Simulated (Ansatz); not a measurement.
`[NH2][Nb]([NH2])([NH2])=[O]` and `[NH2][V]([NH2])([NH2])=[O]` differ in one element.

Ansatz, PBE0-D4/def2-TZVP geometries, multiplicity 1. Each molecule was computed in one conformer, which needn't be the lowest.

Elements past krypton have def2 core potentials. Scalar relativity is left out up to krypton.

```
                                      property  `[NH2][Nb]([NH2])([NH2])=[O]`
            LUMO energy (PBE0/def2-TZVPP) / eV                          -0.33
             LUMO energy (PBE/def2-TZVPP) / eV                          -1.19
size of the dipole moment (PBE/def2-TZVPP) / D                           3.33
         HOMO energy (ωB97M-V/def2-TZVPP) / eV                          -9.09
          HOMO–LUMO gap (PBE0/def2-TZVPP) / eV                           6.50
            HOMO energy (PBE0/def2-TZVPP) / eV                          -6.83
```

Give the same properties after the change, and the shifts. (Best estimate.)

Ansatz gave: 
```csv
property,`[NH2][V]([NH2])([NH2])=[O]`,shift
LUMO energy (PBE0/def2-TZVPP) / eV,-1.40,-1.07
LUMO energy (PBE/def2-TZVPP) / eV,-2.29,-1.10
size of the dipole moment (PBE/def2-TZVPP) / D,2.61,-0.72
HOMO energy (ωB97M-V/def2-TZVPP) / eV,-9.07,0.02
HOMO–LUMO gap (PBE0/def2-TZVPP) / eV,5.42,-1.08
HOMO energy (PBE0/def2-TZVPP) / eV,-6.82,0.01
```

Dipoles are sizes alone; their direction can turn.
